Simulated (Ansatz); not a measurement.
Species: C3H8Si, SMILES `C/C=[SiH]\C` (charge 0, multiplicity 1).

### Question
Give a relaxed geometry from PBE0-D3(BJ)/def2-TZVP in Ansatz (a first-principles code).

### Answer
the end point of this relaxation (outside a Z-matrix the atoms follow the SMILES, hydrogens last).
Z-matrix (Å, degrees):
```
Si
C 1 1.7061
H 2 1.0888 1 115.70
C 2 1.4951 3 115.74 1 179.86
H 4 1.0928 2 112.50 3 -179.90
H 4 1.0959 5 107.32 2 122.90
H 4 1.0959 5 107.31 6 114.22
H 1 1.4809 2 119.53 3 -0.10
C 1 1.8625 8 115.24 2 -179.87
H 9 1.0915 1 110.21 8 -179.19
H 9 1.0926 10 108.37 1 -121.66
H 9 1.0927 10 108.35 11 -116.60
```
